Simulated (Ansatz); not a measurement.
Molecule: C2H5GeO2 (charge 0, doublet). It need not be the lowest isomer of its formula. SMILES: [O]([GeH3])C(=O)[CH2]
Geometry from a B3LYP-D3(BJ)/def2-TZVP (Ansatz, a quantum-chemistry and plane-wave program) optimisation:
```xyz
10

C      2.7823     0.1980     0.1695
C      1.3899    -0.1282     0.3639
O      0.9870    -0.8858     1.2359
O      0.5588     0.4746    -0.5008
Ge    -1.2212     0.0695    -0.2668
H      3.5109    -0.2493     0.8277
H      3.0892     0.8728    -0.6150
H     -1.8426     0.9081    -1.3904
H     -1.4206    -1.4316    -0.4868
H     -1.6592     0.5449     1.1203
```
Charge 0, spin multiplicity 2.

Property: atomisation energy (electronic, to ground-state atoms), in eV. Cores are frozen in the correlated levels unless marked. Open shells are spin-unrestricted. Spin-orbit coupling is left out. The frozen core is the preceding noble-gas configuration, with the filled d and f shells of earlier blocks. Non-relativistic. The coupled-cluster limit lacks core correlation, which all-electron functionals hold. CBS(X,Y): correlation extrapolated as X^-3; Hartree-Fock from the larger set.

```json
[
 {"level": "HF/6-31G*", "program": "Ansatz", "atomisation energy (eV)": "26.64"},
 {"level": "BLYP-D4/def2-TZVPD", "program": "Ansatz + dftd4", "atomisation energy (eV)": "38.63"},
 {"level": "revPBE/def2-TZVPD", "program": "Ansatz", "atomisation energy (eV)": "37.84"},
 {"level": "PBE0/def2-TZVP", "program": "Ansatz", "atomisation energy (eV)": "38.38"},
 {"level": "BHLYP-D3(BJ)/def2-TZVPD", "program": "Ansatz + dftd3", "atomisation energy (eV)": "36.99"},
 {"level": "BHLYP/def2-TZVPD", "program": "Ansatz", "atomisation energy (eV)": "36.72"},
 {"level": "r2SCAN0/def2-TZVPD", "program": "Ansatz", "atomisation energy (eV)": "37.91"}
]
```

**Question.** What does CCSD(T)/CBS(cc-pVTZ,cc-pVQZ) (Ansatz) give?

**Answer.** 38.45 eV, so r2SCAN0/def2-TZVPD differs from it by -0.54 eV.
